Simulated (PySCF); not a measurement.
Cl2Sn, charge +1, doublet, at a GFN2-xTB geometry (such geometries of metal compounds can be far from the true shape) (a state made from the parent by changing its charge; the spin is typed, not shown lowest) (core potentials on Sn); PySCF with DF-TPSS/def2-TZVPD.

PySCF was given this input:
```python
from pyscf import gto, scf, dft
import numpy

mol = gto.Mole()
mol.atom = '''
    Sn    0.00755256   -0.00709993    0.44602132
    Cl    1.31419946    1.64977004   -0.65225992
    Cl   -1.33641287   -1.62888789   -0.65956749
'''
mol.basis = 'def2-tzvpd'
mol.ecp = {'Sn': 'def2-tzvpd'}
mol.charge = 1
mol.spin = 1
mol.verbose = 4
mol.build()
print('smallest overlap eigenvalue', numpy.linalg.eigvalsh(mol.intor('int1e_ovlp'))[0])

mf = dft.UKS(mol)
mf.xc = 'tpss'
mf = mf.density_fit(auxbasis='def2-universal-jkfit')
mf = scf.addons.remove_linear_dep_(mf, threshold=1e-2, lindep=1e-2)
mf.kernel()
mf.analyze()
```

What the program printed (banner, timings and long lists left out):

```
PySCF version 2.14.0

[INPUT] verbose = 4
[INPUT] num. atoms = 3
[INPUT] num. electrons = 55
[INPUT] charge = 1
[INPUT] spin (= nelec alpha-beta = 2S) = 1
[INPUT] symmetry False subgroup None
[INPUT] Mole.unit = angstrom
[INPUT] Symbol           X                Y                Z      unit          X                Y                Z       unit  Magmom
[...]
nuclear repulsion = 202.669099466715
number of shells = 50
number of NR pGTOs = 241
number of NR cGTOs = 148
basis = def2-tzvpd
ecp = {'Sn': 'def2-tzvpd'}
input.py:21: DeprecationWarning: remove_linear_dep_ is deprecated and will be removed in a future release. Linear dependency handling is now built into the SCF procedure by default. Linear dependency removal can be controlled using the following settings:
  pyscf.scf.hf.remove_overlap_zero_eigenvalue = True
  pyscf.scf.hf.overlap_zero_eigenvalue_threshold = 1e-6

  mf = scf.addons.remove_linear_dep_(mf, threshold=1e-2, lindep=1e-2)
smallest overlap eigenvalue 0.0013517846390465448
Applying remove_linear_dep_ on SCF object.
Using canonical orthogonalization with threshold 0.01

******** <class 'pyscf.df.df_jk.DFUKS'> ********
method = DFUKS
initial guess = minao
damping factor = 0
level_shift factor = 0
DIIS = <class 'pyscf.scf.diis.CDIIS'>
diis_start_cycle = 1
diis_space = 8
diis_damp = 0
SCF conv_tol = 1e-09
SCF conv_tol_grad = None
SCF max_cycles = 50
direct_scf = False
number electrons alpha = 28  beta = 27
XC library pyscf.dft.libxc version 7.1.2
    S. Lehtola, C. Steigemann, M. J. T. Oliveira, and M. A. L. Marques,  SoftwareX 7, 1–5 (2018)
XC functionals = tpss
    J. Tao, J. P. Perdew, V. N. Staroverov, and G. E. Scuseria,  Phys. Rev. Lett. 91, 146401 (2003)
    J. P. Perdew, J. Tao, V. N. Staroverov, and G. E. Scuseria,  J. Chem. Phys. 120, 6898 (2004)
    J. Tao, J. P. Perdew, V. N. Staroverov, and G. E. Scuseria,  Phys. Rev. Lett. 91, 146401 (2003)
    J. P. Perdew, J. Tao, V. N. Staroverov, and G. E. Scuseria,  J. Chem. Phys. 120, 6898 (2004)
radial grids:
    Treutler-Ahlrichs [JCP 102, 346 (1995); DOI:10.1063/1.469408] (M4) radial grids

becke partition: Becke, JCP 88, 2547 (1988); DOI:10.1063/1.454033
pruning grids: <function nwchem_prune>
grids dens level: 3
symmetrized grids: False
atomic radii adjust function: <function treutler_atomic_radii_adjust>
small_rho_cutoff = 0
Set gradient conv threshold to 3.16228e-05
tot grids = 59720
init E= -1098.19589138592

cycle= 1 E= -1131.3597229944  delta_E= -33.2  |g|= 2.24  |ddm|= 29.5
[...]
SCF not converged.
Total Energy =                       -1133.608518250995076
[...]
spin_pop of  1 Cl 4dz^2     0.00084
spin_pop of  1 Cl 4dxz      0.00001
spin_pop of  1 Cl 4dx2-y2    0.00010
spin_pop of  1 Cl 5dxy      0.00024
spin_pop of  1 Cl 5dyz      0.00031
spin_pop of  1 Cl 5dz^2     0.00083
spin_pop of  1 Cl 5dxz      0.00020
spin_pop of  1 Cl 5dx2-y2    0.00017
spin_pop of  1 Cl 4f-3      0.00002
spin_pop of  1 Cl 4f-2      0.00002
spin_pop of  1 Cl 4f-1      0.00002
spin_pop of  1 Cl 4f+0     -0.00003
spin_pop of  1 Cl 4f+1      0.00001
spin_pop of  1 Cl 4f+2      0.00002
spin_pop of  1 Cl 4f+3      0.00003
spin_pop of  2 Cl 1s       -0.00000
spin_pop of  2 Cl 2s        0.00000
spin_pop of  2 Cl 3s        0.00058
spin_pop of  2 Cl 4s        0.00570
spin_pop of  2 Cl 5s        0.00001
spin_pop of  2 Cl 6s        0.00004
spin_pop of  2 Cl 2px       0.00000
spin_pop of  2 Cl 2py       0.00000
spin_pop of  2 Cl 2pz       0.00002
spin_pop of  2 Cl 3px       0.02525
spin_pop of  2 Cl 3py       0.03474
spin_pop of  2 Cl 3pz       0.41324
spin_pop of  2 Cl 4px       0.00073
spin_pop of  2 Cl 4py       0.00114
spin_pop of  2 Cl 4pz      -0.00007
spin_pop of  2 Cl 5px       0.00021
spin_pop of  2 Cl 5py       0.00027
spin_pop of  2 Cl 5pz       0.00078
spin_pop of  2 Cl 6px       0.00026
spin_pop of  2 Cl 6py       0.00037
spin_pop of  2 Cl 6pz       0.00043
spin_pop of  2 Cl 7px       0.00011
spin_pop of  2 Cl 7py       0.00015
spin_pop of  2 Cl 7pz       0.00013
spin_pop of  2 Cl 3dxy      0.00115
spin_pop of  2 Cl 3dyz      0.00113
spin_pop of  2 Cl 3dz^2     0.00015
spin_pop of  2 Cl 3dxz      0.00073
spin_pop of  2 Cl 3dx2-y2    0.00062
spin_pop of  2 Cl 4dxy      0.00091
spin_pop of  2 Cl 4dyz      0.00019
spin_pop of  2 Cl 4dz^2     0.00018
spin_pop of  2 Cl 4dxz      0.00016
spin_pop of  2 Cl 4dx2-y2    0.00030
spin_pop of  2 Cl 5dxy      0.00010
spin_pop of  2 Cl 5dyz      0.00015
spin_pop of  2 Cl 5dz^2     0.00034
spin_pop of  2 Cl 5dxz      0.00014
spin_pop of  2 Cl 5dx2-y2    0.00023
spin_pop of  2 Cl 4f-3      0.00003
spin_pop of  2 Cl 4f-2     -0.00001
spin_pop of  2 Cl 4f-1     -0.00007
spin_pop of  2 Cl 4f+0     -0.00004
spin_pop of  2 Cl 4f+1     -0.00004
spin_pop of  2 Cl 4f+2     -0.00007
spin_pop of  2 Cl 4f+3      0.00005

WARN: Weak orthogonality for localized orbitals 1.2652510346291428e-09

In total            28.00000 | 27.00000

WARN: System has nonzero charge 1; the dipole moment is origin-dependent.
Location of origin: [0. 0. 0.]

Dipole moment(X, Y, Z, Debye): -3.10239, -3.89571, -0.40601
```

Convergence was not reached.
